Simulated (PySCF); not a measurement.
# Fine-structure interval of Ta⁴²⁺ by level of theory

Ta⁴²⁺ [Ar] 3d10 4s2 4p1 [4p1/2^1, M_J = 1/2] → Ta⁴²⁺ [Ar] 3d10 4s2 4p1 [4p3/2^1, M_J = 3/2], as a difference of total energies. Computed with PySCF 2.14 in an even-tempered Gaussian basis (16 s from 5.3 bohr⁻², ratio 2.8; 13 p from 6.9 bohr⁻², ratio 2.8; 8 d from 12 bohr⁻², ratio 2.8; 4 f from 29 bohr⁻², ratio 3), with the two-component X2C-1e Hamiltonian. Correlated levels: [Ne] frozen; the 72 highest virtual spinors dropped. "Screened" scales the spin-orbit matrix elements by Boettger's factors to mimic the two-electron term; Breit and QED terms are absent.

| method | fine-structure interval (cm⁻¹) |
| --- | --- |
| GHF (screened spin-orbit) | 735300 |
| GMP2 (screened spin-orbit) | 732680 |
| GHF (bare spin-orbit) | 758170 |
